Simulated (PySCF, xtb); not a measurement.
YCl3, SMILES [Cl][Y]([Cl])[Cl].

Harmonic wavenumbers (cm⁻¹) from GFN2-xTB (xtb) at its own minimum, in rising order: 97, 97, 114, 213, 259, 259.

**Question.** What does r2SCAN-D4/def2-SVP (PySCF) give at its own minimum? (Estimate from the structure and the level; the computed values follow.)

**Answer.** 37, 81, 81, 333, 395, 395. Paired by order, the mean absolute difference is 83 cm⁻¹ and the zero-point energies are 1.5 and 1.9 kcal/mol.
